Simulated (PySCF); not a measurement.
**NaAs: frontier orbitals**

r²SCAN at R = 2.756 Å; Na def2-SVP, As def2-SVP; no relativity (PySCF 2.14). State: ³Σ⁻ (triplet), unpaired electrons π ↑↑. Only the outer orbitals are listed, counted within each symmetry.

```json
{"spin": "α", "orbital": "4π", "occ.": "1", "ε (eV)": "-29.97", "on Na (%)": "100", "main shells (%)": "100 Na p"}
{"spin": "α", "orbital": "4π", "occ.": "1", "ε (eV)": "-29.97", "on Na (%)": "100", "main shells (%)": "100 Na p"}
{"spin": "α", "orbital": "9σ", "occ.": "1", "ε (eV)": "-29.92", "on Na (%)": "100", "main shells (%)": "100 Na p"}
{"spin": "α", "orbital": "10σ", "occ.": "1", "ε (eV)": "-13.30", "on Na (%)": "2", "main shells (%)": "98 As s"}
{"spin": "α", "orbital": "5π", "occ.": "1", "ε (eV)": "-4.64", "on Na (%)": "4", "main shells (%)": "96 As p"}
{"spin": "α", "orbital": "5π", "occ.": "1", "ε (eV)": "-4.64", "on Na (%)": "4", "main shells (%)": "96 As p"}
{"spin": "α", "orbital": "11σ", "occ.": "1", "ε (eV)": "-4.26", "on Na (%)": "15", "main shells (%)": "84 As p, 14 Na s"}
{"spin": "α", "orbital": "12σ", "occ.": "0", "ε (eV)": "-1.51", "on Na (%)": "93", "main shells (%)": "72 Na s, 20 Na p"}
{"spin": "α", "orbital": "6π", "occ.": "0", "ε (eV)": "0.50", "on Na (%)": "97", "main shells (%)": "96 Na p"}
{"spin": "α", "orbital": "6π", "occ.": "0", "ε (eV)": "0.50", "on Na (%)": "97", "main shells (%)": "96 Na p"}
{"spin": "β", "orbital": "4π", "occ.": "1", "ε (eV)": "-29.99", "on Na (%)": "100", "main shells (%)": "100 Na p"}
{"spin": "β", "orbital": "4π", "occ.": "1", "ε (eV)": "-29.99", "on Na (%)": "100", "main shells (%)": "100 Na p"}
{"spin": "β", "orbital": "9σ", "occ.": "1", "ε (eV)": "-29.93", "on Na (%)": "100", "main shells (%)": "100 Na p"}
{"spin": "β", "orbital": "10σ", "occ.": "1", "ε (eV)": "-11.11", "on Na (%)": "5", "main shells (%)": "95 As s"}
{"spin": "β", "orbital": "11σ", "occ.": "1", "ε (eV)": "-3.64", "on Na (%)": "31", "main shells (%)": "68 As p, 31 Na s"}
{"spin": "β", "orbital": "5π", "occ.": "0", "ε (eV)": "-2.08", "on Na (%)": "16", "main shells (%)": "84 As p, 15 Na p"}
{"spin": "β", "orbital": "5π", "occ.": "0", "ε (eV)": "-2.08", "on Na (%)": "16", "main shells (%)": "84 As p, 15 Na p"}
{"spin": "β", "orbital": "12σ", "occ.": "0", "ε (eV)": "-1.76", "on Na (%)": "81", "main shells (%)": "55 Na s, 26 Na p, 19 As p"}
```

Task: Which are the highest filled and the lowest empty level, where do they sit, and how wide is the gap?

Result: Highest filled β 11σ at -3.64 eV (in %: 68 As p, 31 Na s); lowest empty β 5π at -2.08 eV (in %: 84 As p, 15 Na p); the gap at r²SCAN is 1.56 eV.

* bond order (Mayer): 0.95
* ⟨S²⟩: 2.046
* charge on Na (Mulliken, basis-dependent): 0.38
* charge on Na (Löwdin, basis-dependent): 0.16
* dipole moment (positive dipole means Na(−)As(+)): -6.74 D

Spin–orbit coupling is left out. The state is the lowest determinant that a PBE0 search found; another state may lie lower at other levels.
